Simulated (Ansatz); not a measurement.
Question: Name a neutral molecule of Br, C, N, Si and H with HOMO–LUMO gap (ωB97M-V/def2-TZVPP) between 10.25 and 10.55 eV and LUMO energy (PBE0/def2-TZVPP) between -1.40 and -1.10 eV (Ansatz, PBE0-D4/def2-TZVP geometry).

Answer: `Br[SiH]1C=NC1` (10.29 eV, -1.27 eV); `Br[SiH]1C=N1` (10.25 eV, -1.15 eV). Other molecules can fit too; these were computed, each in one conformer that needn't be the lowest.
